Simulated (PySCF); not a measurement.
CH3FOSi.
Bonds: O1–C2 (double), C2–Si3, Si3–F4. Hydrogens: H5 on C2; H6, H7 on Si3.

Computed, not measured: PBE0-D3(BJ)/def2-SVP geometry optimisation, gas phase in PySCF.

Problem. Give the optimised bond lengths and angles.

Solution. 
| bond | length (Å) | order |
| --- | --- | --- |
| O1=C2 | 1.207 | double |
| C2–Si3 | 1.920 | single |
| Si3–F4 | 1.626 | single |
| C2–H5 | 1.125 | single |
| Si3–H6, Si3–H7 | 1.487 | single |

Bonds in one row agree within 0.01 Å and their mean is given. Orders are formal, as drawn. A selection of angles:
| angle | degrees |
| --- | --- |
| O1–C2–Si3 | 117.3 |
| O1–C2–H5 | 120.7 |
| Si3–C2–H5 | 122.0 |
| C2–Si3–F4 | 110.0 |
| C2–Si3–H6 | 108.5 |
| C2–Si3–H7 | 108.6 |
| F4–Si3–H6 | 109.2 |
| H6–Si3–H7 | 111.6 |

Dihedral angles: O1–C2–Si3–F4 180° (antiperiplanar).

Si3 (fluorine-bound silicon) is tetrahedral (angles from 108.5° to 111.6°). The 4 heavy atoms lie in one plane (0.001 Å rms).

Point group: Cs (tolerance 0.08 Å). No PBE0-D3(BJ)/def2-SVP frequencies stand behind this structure, so it isn't proved a minimum. The numbers are those of one conformer.
